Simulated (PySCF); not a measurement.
**Vertical excitation energies**

C6H10FN.
Geometry (PBE0-D3(BJ)/def2-SVP, Å), atoms numbered from 1 in this order:
```
atom  x, y, z in Å
C1    -3.299    0.577    0.003
C2    -2.020    0.877   -0.225
C3    -0.849    0.179    0.389
C4     0.119   -0.358   -0.651
F5     0.574    0.697   -1.424
C6     1.330   -1.072   -0.070
N7     2.010   -0.243    0.888
C8     3.177    0.148    0.614
H9    -4.110    1.130   -0.477
H10   -3.585   -0.231    0.685
H11   -1.772    1.691   -0.916
H12   -0.281    0.868    1.036
H13   -1.185   -0.654    1.027
H14   -0.405   -1.055   -1.329
H15    0.975   -1.985    0.437
H16    1.981   -1.381   -0.913
H17    3.710    0.803    1.318
H18    3.713   -0.138   -0.314
```

Theory: TDDFT B3LYP/def2-SVPD, vertical, gas phase, core orbitals frozen in the response (PySCF).

```json
{"state": "S1", "λ (nm)": "256.3", "E (eV)": "4.84", "f": "0.0030", "|μ| (D)": "0.40", "main configurations (H = HOMO, L = LUMO)": "H→L (56%), H-1→L (42%)"}
{"state": "S2", "λ (nm)": "212.8", "E (eV)": "5.83", "f": "0.019", "|μ| (D)": "0.92", "main configurations (H = HOMO, L = LUMO)": "H-1→L (56%), H→L (43%)"}
{"state": "S3", "λ (nm)": "185.9", "E (eV)": "6.67", "f": "0.111", "|μ| (D)": "2.10", "main configurations (H = HOMO, L = LUMO)": "H→L+1 (67%), H-1→L+1 (32%)"}
{"state": "S4", "λ (nm)": "180.7", "E (eV)": "6.86", "f": "0.0001", "|μ| (D)": "0.07", "main configurations (H = HOMO, L = LUMO)": "H→L+2 (91%)"}
{"state": "S5", "λ (nm)": "174.6", "E (eV)": "7.10", "f": "0.087", "|μ| (D)": "1.79", "main configurations (H = HOMO, L = LUMO)": "H-1→L+2 (47%), H→L+3 (40%)"}
{"state": "S6", "λ (nm)": "172.3", "E (eV)": "7.20", "f": "0.233", "|μ| (D)": "2.92", "main configurations (H = HOMO, L = LUMO)": "H-2→L (63%), H-3→L (11%)"}
```

The lowest singlet lies at 4.84 eV (256 nm, ultraviolet) and is very weak; its leading configuration is HOMO→LUMO (56%). The strongest level in the table is S6 at 7.20 eV (172 nm, f = 0.233). It is the last of those listed, so stronger ones may follow. Löwdin shares by element: HOMO carbon 50% or more, nitrogen 23% (atoms not listed hold the other 28%); LUMO carbon 38% or more, nitrogen 34%, hydrogen 15% or more. The listed states span 2.36 eV, and the widest gap between neighbours is 0.99 eV (S1 to S2). Of the 6 states listed, 4 reach f = 0.01 and 1 stays under 0.0005. Orbital energies (eV): HOMO-3 -9.38, HOMO-2 -8.63, HOMO-1 -7.47, HOMO -7.10, LUMO -0.89, LUMO+1 0.02, LUMO+2 0.56. Only the lowest 6 singlets were computed, as vertical energies without vibronic structure.

One conformer stands for the species.
